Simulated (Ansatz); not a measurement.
Reaction (redistribution): `[SH][Cd][Cl]` + `O[SiH2]O[SiH2]S` → `[SH][Cd][SH]` + `O[SiH2]O[SiH2]Cl`

Gas-phase electronic energies from Ansatz, PBE0-D4/def2-TZVP geometries. CBS: MP2 limit from def2 TZ/QZ plus the TZ coupled-cluster correction, frozen cores. DFT in def2-TZVPP. B3LYP here is the variant with VWN-RPA as its local correlation; programs differ in this. HSE06 is defined as in plane-wave codes. def2 core potentials past Kr. For Cd outer-core shells are correlated without core-valence functions, which leaves a few kJ/mol of doubt a bond. Each species was taken in one conformer, which may not be the lowest.

```tsv
level	ΔE (kJ/mol)	difference from CCSD(T)/CBS
LDA (SPW92)	-11.0	-0.5
PBE-D4	-8.9	1.6
revPBE-D4	-7.7	2.8
BLYP-D4	-10.1	0.4
r2SCAN-D4	-9.8	0.7
B97M-V	-7.3	3.2
PBE0-D4	-8.1	2.4
r2SCANh-D4	-9.6	0.9
r2SCAN0-D4	-9.2	1.3
HSE06-D4	-8.2	2.3
CAM-B3LYP-D4	-9.3	1.2
ωB97M-V	-9.8	0.7
B2PLYP	-12.2	-1.7
PBE-QIDH	-10.1	0.4
PBE	-10.1	0.4
revPBE	-10.3	0.2
r2SCAN	-10.1	0.4
PBE0	-9.2	1.3
B3LYP	-11.6	-1.1
r2SCANh	-9.9	0.6
r2SCAN0	-9.6	0.9
HSE06	-9.3	1.2
BHLYP	-9.8	0.7
CAM-B3LYP	-10.4	0.1
LC-ωPBE	-7.3	3.2
RPA@PBE/def2-TZVPP	-11.4	-0.9
HF/def2-SVP	-3.6	6.9
MP2/def2-SVP	-11.1	-0.6
CCSD/def2-SVP	-8.3	2.2
CCSD(T)/def2-SVP	-8.5	2.0
HF/def2-TZVPP	-6.5	4.0
MP2/def2-TZVPP	-15.6	-5.1
SCS-MP2/def2-TZVPP	-13.7	-3.2
CCSD/def2-TZVPP	-10.6	-0.1
CCSD(T)/def2-TZVPP	-11.1	-0.6
HF/def2-QZVPP	-6.2	4.3
MP2/def2-QZVPP	-15.1	-4.6
SCS-MP2/def2-QZVPP	-13.2	-2.7
HF/CBS(def2)	-6.1	4.4
MP2/CBS(def2)	-15.0	-4.5
CCSD(T)/CBS	-10.5	0
```

Largest T1 diagnostic among the species: 0.013.

In def2-TZVPP, CCSD(T) changes the Hartree–Fock value by −4.7 kJ/mol (the triples alone add −0.5 kJ/mol) and MP2 by −9.1 kJ/mol. Leaving LDA and LC-ωPBE aside and taking each functional with its dispersion term where it has one, the values spread over 4.9 kJ/mol, from B2PLYP to B97M-V.
